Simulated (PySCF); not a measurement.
Working with the constants of Pb₂⁺

UHF-CCSD(T) constants of Pb₂⁺, ⁴Σg⁻ (quartet), unpaired electrons σ ↑, π ↑↑ (Pb def2-SVP with ECP60; scalar-relativistic core potentials (PySCF 2.14); masses 207.9766 and 207.9766 u):

| Item | Value |
| --- | --- |
| ωe | 115.3 cm⁻¹ |
| ωexe | 0.234 cm⁻¹ |
| Be | 0.018376 cm⁻¹ |
| αe | 4.71e-05 cm⁻¹ |
| D (centrifugal) | 1.87e-09 cm⁻¹ |
| De to Pb⁺ + Pb | 2.21 eV |

Task: Give the vibrational terms G(v) and spacings up to v = 6.

Result: G(v) = ωe(v+½) − ωexe(v+½)².

```
v  G(v) (cm⁻¹)  G(v) − G(v−1)  Bv (cm⁻¹)
0         57.6                   0.01835
1        172.4          114.8    0.01831
2        286.8          114.4    0.01826
3        400.7          113.9    0.01821
4        514.1          113.4    0.01816
5        627.1          113.0    0.01812
6        739.6          112.5    0.01807
```

Task: How well does the Morse estimate ωe²/(4ωexe) reproduce De, and what is D0?

Result: It gives 1.76 eV, 80 % of the computed De. D0 = De − G(0) = 2.21 − 0.01 = 2.20 eV.

Correlated steps freeze 8 core orbitals. Correlated levels converge slowly with the basis: in double zeta they bind strong bonds too weakly, by up to about 1 eV, and carry superposition errors of some tenths. These are scalar-relativistic numbers at best; spin–orbit coupling would shift them, the dissociation energy most. The state was picked by a PBE0 search and need not be the measured ground state.
